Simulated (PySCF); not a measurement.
Cartesian coordinates (Å):
```xyz
8

Ta    -0.0980    -0.2090    -0.0752
Cl     1.8383    -0.1066     1.3147
Cl     0.2028    -2.4854    -0.4075
Cl     0.8750     1.2585    -1.5883
O     -1.0309     0.4413     1.4743
H     -0.4738     0.5900     2.2662
O     -1.7661    -0.1758    -0.9464
H     -2.7120    -0.0182    -1.0994
```
Charge 0, spin multiplicity 1.

Question: Give the HOMO, LUMO and HOMO–LUMO gap at the level PBE-D3(BJ)/def2-TZVP // BP86-D3(BJ)/def2-SVP in PySCF.

Answer: 
```json
{
 "HOMO": "-7.43 eV",
 "LUMO": "-3.39 eV",
 "HOMO–LUMO gap": "4.03 eV"
}
```
